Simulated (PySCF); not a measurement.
Simulated Si 2p region for `C[SiH2]Br`, binding energy against the vacuum level.

Every computed line was given a Gaussian of 0.4 eV full width at half maximum and an area set by the number of equivalent atoms (split 2:1 within a doublet); the highest printed point is 100. Method: PySCF 2.14.0, delta-SCF UKS SCAN, pcX-2 on the ionised atom, pcseg-1 elsewhere, spin-free X2C.

binding energy (eV), intensity and a bar:
```
    107.0          0 
    107.1          2 #
    107.2         10 ###
    107.3         29 #########
    107.4         62 ###################
    107.5         93 ############################
    107.6        100 ##############################
    107.7         76 #######################
    107.8         44 #############
    107.9         26 ########
    108.0         30 #########
    108.1         44 #############
    108.2         51 ###############
    108.3         42 #############
    108.4         25 #######
    108.5         10 ###
    108.6          3 #
    108.7          1
```

Q: How many maxima does the curve show, and how many computed lines lie under it?

A: The curve has 2 maxima (at 107.6 and 108.2 eV). Under it lie 2 lines from 1 inequivalent silicon site, drawn as a 2p3/2, 2p1/2 pair.

Q: Decompose the envelope and assign each component. Numbering: `[CH3:1][SiH2:2][Br:3]`.

A: 
```csv
position (eV),relative area,line,atoms,environment
107.57,0.67,Si 2p3/2,Si2,SiH2 silicon
108.20,0.33,Si 2p1/2,Si2,SiH2 silicon
```

Q: What are the centre and the root-mean-square width of the whole band?

A: The area-weighted mean of the lines is 107.78 eV. Their own spread about it is 0.30 eV (rms) and each Gaussian has σ = 0.4/2.355 = 0.17 eV; the variances add, which gives 0.34 eV.

The curve has no shake-up lines and no vibrational structure. Spin–orbit coupling isn't in the SCF: each 2p doublet comes from a relaxed spin-free hole plus a matrix of the shell (mean-field spin–orbit coupling and the ground-state 2p splitting), with 2p3/2 averaged over its two sublevels. 2p1/2 minus 2p3/2 (ligand field included): Si 0.63 eV. Isolated species at its PBE0-D3(BJ)/def2-SVP geometry, gas phase.

Hardware: an Arm Neoverse N1 with one thread, shared host with 64 logical CPUs at a one-minute load of 56. Cost: 15 s, 0.37 GiB resident at most.
